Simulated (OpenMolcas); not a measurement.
## As II: effect of the basis set

* Program: OpenMolcas 26.06
* Method: CASSCF
* Active space: 2 electrons in 3 orbitals (4p)
* State averaging: 2S+1 = 3 even, 3 roots; 2S+1 = 1 even, 6 roots
* Spin-orbit coupling: RASSI with atomic mean-field integrals over the reference wave functions, term energies averaged over their components

A. ANO-RCC-VDZP [5s4p2d], DKH2, point nucleus; cost of the order of 2.3 core-seconds
B. ANO-R1 [5s4p3d1f], X2C, finite nucleus; cost about 1.5 core-seconds
C. ANO-RCC-VTZP [6s5p3d1f], DKH2, point nucleus; cost roughly 2.6 core-seconds
D. ANO-RCC-VQZP [7s6p4d2f1g], DKH2, point nucleus; cost of the order of 2 core-seconds
E. ANO-R2 [6s5p4d3f1g], X2C, finite nucleus; cost of the order of 2.2 core-seconds
F. ANO-R3 [7s6p5d3f2g], X2C, finite nucleus; cost about 3 core-seconds

Energies in cm⁻¹ above 4s² 4p² ³P₀, the measured ground level; measured values from NIST Handbook of Basic Atomic Spectroscopic Data.

```tsv
Level	A	B	C	D	E	F	Measured
4s² 4p² ³P₀	0.0	0.0	0.0	0.0	0.0	0.0	0.0
4s² 4p² ³P₁	898	925	900	886	890	900	1063
4s² 4p² ³P₂	2281	2344	2287	2253	2260	2285	2541
4s² 4p² ¹D₂	12455	12443	12463	12470	12452	12494	10096
4s² 4p² ¹S₀	28353	28313	28366	28375	28332	28389	22599
```

Deviations, from unrounded energies. A percentage is the sum of absolute deviations over the sum of measured energies, with the sign that they share, or ± where signs differ.

```tsv
Against measurement	Levels	A	B	C	D	E	F
mean absolute deviation (cm-1)	4	2100	2100	2100	2200	2100	2200
fine structure of the ground term (%)	2	-11.8	-9.3	-11.6	-12.9	-12.6	-11.7
other terms of the ground configuration (%)	2	+24.8	+24.7	+24.9	+24.9	+24.7	+25.0
```

A, B, C, D, E, F lie about equally close to measurement. The largest miss of B in the table is 4s² 4p² ¹S₀, by +5700 cm-1. The ranking rests on the paired levels alone, and a cruder setting can come out closer through cancelling errors.

Among A to F the level of the table that moves most is 4s² 4p² ³P₂, by 91 cm-1 (lowest in D, highest in B).

Without dynamic correlation excited terms often stand tens of per cent too high (terms of higher spin than the ground term too low), and those without a measured partner can miss by more than the paired ones. With the s shell closed, the reference lacks s² → p² mixing. Measured partners are found by configuration, term and J. A level has none where our copy of the source lacks it or the pairing is in doubt (some pairs that miss far off the trend of their configuration count as doubtful), and it then counts in no deviation. Only configurations of the active space appear.
